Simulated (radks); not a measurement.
Valence configurations of neutral technetium (all share [Kr]). Calculated with a radial shooting solver on a logarithmic mesh with Libxc functionals: Dirac Kohn-Sham, PBEsol, spin-unpolarised, spherical densities, point nucleus; open shells are shared between the two j in proportion to 2j + 1. Energies are relative to 4d5 5s2; eigenvalues in eV.

| valence | E (eV) | e(4d3/2) | e(4d5/2) | e(5p1/2) | e(5p3/2) | e(5s1/2) |
|---|---|---|---|---|---|---|
| 4d5 5s2 | 0.000 | -6.843 | -6.557 | - | - | -5.081 |
| 4d3 5s2 5p2 | 15.982 | -14.517 | -14.165 | -3.665 | -3.408 | -8.446 |
| 4d3 5s1 5p3 | 21.007 | -15.583 | -15.227 | -4.157 | -3.883 | -9.071 |
| 4d6 5s1 | -0.915 | -4.647 | -4.388 | - | - | -4.202 |
| 4d5 5s1 5p1 | 3.798 | -8.212 | -7.920 | -2.210 | -2.053 | -5.999 |
| 4d5 5s0.5 5p1.5 | 5.767 | -8.831 | -8.537 | -2.524 | -2.358 | -6.394 |
| 4d4 5s2 5p1 | 6.607 | -10.670 | -10.351 | -2.649 | -2.451 | -6.860 |
| 4d3 5p4 | 26.171 | -16.586 | -16.227 | -4.604 | -4.315 | - |
| 4d5 5p2 | 7.778 | -9.418 | -9.121 | -2.810 | -2.636 | - |
| 4d2 5s1 5p4 | 33.863 | -19.393 | -19.006 | -5.052 | -4.718 | -10.483 |

NIST lists [Kr] 4d5 5s2 as the ground configuration; this level of theory puts 4d6 5s1 lower, by 0.915 eV. The energies are those of spherical spin-averaged densities, not of single terms.
